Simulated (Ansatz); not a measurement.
```yaml
crystal:
  periodic: [false, false, false]
  atoms:
    - {symbol: C, position_ang: [-1.216832, -1.632713, -0.788326]}
    - {symbol: B, position_ang: [-0.512744, -0.945153, 0.418690]}
    - {symbol: C, position_ang: [0.559075, 0.193427, 0.324463]}
    - {symbol: C, position_ang: [0.763963, 0.826231, -1.046195]}
    - {symbol: C, position_ang: [0.377292, 1.255609, 1.411806]}
    - {symbol: H, position_ang: [-2.262741, -1.871559, -0.573832]}
    - {symbol: H, position_ang: [-1.150807, -1.105016, -1.741499]}
    - {symbol: H, position_ang: [-0.729967, -2.611399, -0.920263]}
    - {symbol: H, position_ang: [-0.752404, -1.365710, 1.523069]}
    - {symbol: H, position_ang: [1.480809, -0.363009, 0.585369]}
    - {symbol: H, position_ang: [0.974022, 0.078470, -1.814599]}
    - {symbol: H, position_ang: [1.596240, 1.536648, -1.039121]}
    - {symbol: H, position_ang: [-0.128283, 1.376439, -1.361141]}
    - {symbol: H, position_ang: [0.291202, 0.805968, 2.403357]}
    - {symbol: H, position_ang: [1.217431, 1.956158, 1.426234]}
    - {symbol: H, position_ang: [-0.529256, 1.842908, 1.236090]}
basis:
  gaussian: {orbitals: "6-31++G**", point_charges: [{charge: 2.00, position_ang: [4.334, 0.218, -0.692]}]}
magnetization: {spin_polarized: true, initial_magnetization: 2}
hamiltonian: {xc: {name: HF}}
correlation: {method: mp2, frozen_orbitals: {C: 9}}
output: {forces: true}
```

```sh
$ ansatz run in.yaml --threads 2 --pin off --events-out ev --progress --plain --max-ram 32768MiB --backend cpu
```

It prints (some lines left out):

```
Functional definition: HF
Error: "frozen_orbitals" has no count for B
```

In this input frozen orbitals are typed for one element alone, and the program wants a count for each. The input was rejected before any iteration.
